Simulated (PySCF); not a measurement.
# What a mistake does to a calculation on CFH6Si2 cation

All numbers below are calculated, not measured. They come from PySCF 2.14.0, an open-source quantum chemistry program, on an isolated molecule that a program drew, which may never have been made. The molecule is CFH6Si2 cation (charge +1, singlet), drawn as the SMILES string `C[SiH2][SiH+]F`.

Each row is a Hartree-Fock (HF) and frozen-core CCSD(T) single point in the cc-pV(D+d)Z basis, meant for a local HF minimum. Run 1 is clean. Each other run has one planted mistake out of seven kinds, and not every kind appears here: one electron removed, one electron added, multiplicity raised by two, geometry at a saddle point, minimal basis STO-3G, one bond length entered in bohr, all coordinates scaled. The reference is restricted for singlets and unrestricted otherwise, and also for a bond in bohr. Adding or removing an electron swaps singlet and doublet. Electrons count all cores. HOMO and LUMO are orbital energies over both spins, the gradient is its largest component, and the lowest frequency (negative if imaginary) is given only where the gradient is small. Bond lengths are over the 9 bonds as drawn. T1 is the CCSD diagnostic: over 0.02 (restricted) or 0.045 (unrestricted) a single reference is doubtful.

Geometry of the clean run:
```xyz
10
CFH6Si2 cation, angstrom
C    -1.9736   -0.3143    1.6732
Si   -0.7994    0.2610    0.3494
Si   -1.1684    2.6327   -0.0340
F    -0.2710    3.3233   -1.1249
H    -3.0162   -0.1894    1.3751
H    -1.7987   -1.3817    1.8370
H    -1.8033    0.2005    2.6205
H    -1.0389   -0.2433   -1.0122
H     0.6293    0.2936    0.7009
H    -2.0759    3.6340    0.5367
```

```
run  electrons  basis functions  <S^2>  HOMO (eV)  LUMO (eV)  gradient (hartree/bohr)  lowest frequency (cm^-1)  mean bond (Å)  longest bond (Å)      T1  HF (hartree)  CCSD(T) (hartree)                          mistake
  1         48              104  0.000     -17.17      -5.30                  2.0e-05                        22         1.5057             2.431  0.0145    -718.44787         -719.02172                         no fault
  2         48              104  0.710     -16.17      -5.32                  2.4e-02                         -         1.6136             2.431  0.0550    -718.31772         -718.88885  one bond length entered in bohr
  3         47              104  0.777     -22.89     -15.20                  9.2e-02                         -         1.5057             2.431  0.0248    -717.85304         -718.41629             one electron removed
  4         48               34  0.000     -15.20      -1.58                  2.5e-02                         -         1.5057             2.431  0.0195    -709.98936         -710.19672             minimal basis STO-3G
  5         49              104  0.777      -6.98       2.44                  4.8e-02                         -         1.5057             2.431  0.0137    -718.67283         -719.25512                                ?
```

**Which mistake was planted in run 5, and what did it cost?**

It counts 49 electrons, one more than the clean run, at the same geometry and basis. So the mistake is: one electron added. Subtracting run 1 and multiplying by 627.51 kcal/mol a hartree, the energy moved by -141.2 kcal/mol in HF and -146.5 kcal/mol in CCSD(T).

Cautions from the logs. Run 2: T1 is over the limit, so its CCSD(T) energy is less reliable.
